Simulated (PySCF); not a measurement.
SMILES C[SiH2]CC[SiH2]N, GFN2-xTB optimised geometry.

```
19

Si     0.13     0.28     0.00
C     -0.51     2.07     0.00
C     -0.51    -0.64     1.54
C     -0.03    -2.09     1.60
Si    -0.67    -3.02     3.14
N     -0.19    -4.67     3.29
H     -0.34    -0.41    -1.21
H      1.60     0.28     0.00
H     -0.18     2.61     0.88
H     -1.60     2.10    -0.01
H     -0.15     2.60    -0.87
H     -1.60    -0.63     1.56
H     -0.19    -0.13     2.45
H      1.06    -2.11     1.57
H     -0.36    -2.61     0.69
H     -0.14    -2.37     4.34
H     -2.13    -3.06     3.12
H      0.78    -4.88     3.47
H     -0.56    -5.34     2.64
```

Density from PBE0/def2-SVP in PySCF at that geometry.

Minimum of the electron density along straight lines between bonded atoms, close to the bond critical point (lines longer than 1.1 times the sum of covalent radii, or with two minima, are not listed):

| bond | length / Å | ρ at the minimum / e bohr⁻³ | ∇²ρ there / e bohr⁻⁵ | position (fraction from the first atom) |
|---|---|---|---|---|
| Si1–C2 | 1.897 | 0.111 | 0.32 | 0.38 |
| Si1–C3 | 1.902 | 0.112 | 0.30 | 0.38 |
| C3–C4 | 1.530 | ? | -0.50 | 0.50 |
| C4–Si5 | 1.909 | 0.111 | 0.30 | 0.62 |
| Si5–N6 | 1.727 | 0.122 | ? | 0.40 |
| Si1–H7 | 1.471 | 0.115 | 0.32 | 0.49 |
| Si1–H8 | 1.471 | 0.115 | 0.32 | 0.49 |
| C2–H9 | 1.086 | 0.271 | -0.97 | 0.62 |
| C2–H10 | 1.086 | 0.271 | -0.97 | 0.62 |
| C2–H11 | 1.085 | 0.272 | -0.97 | 0.62 |
| C3–H12 | 1.092 | 0.271 | -0.95 | 0.62 |
| C3–H13 | 1.092 | 0.271 | -0.95 | 0.62 |
| C4–H14 | 1.093 | 0.270 | -0.94 | 0.62 |
| C4–H15 | 1.093 | 0.270 | -0.94 | 0.62 |
| Si5–H16 | 1.465 | 0.117 | 0.33 | 0.49 |
| Si5–H17 | 1.465 | 0.117 | 0.33 | 0.49 |
| N6–H18 | 1.007 | 0.332 | -1.53 | 0.76 |
| N6–H19 | 1.007 | 0.332 | -1.53 | 0.76 |

### Question
Fill in the missing entries.

### Answer

- C3–C4, ρ at the minimum / e bohr⁻³: 0.234
- Si5–N6, ∇²ρ there / e bohr⁻⁵: 0.73
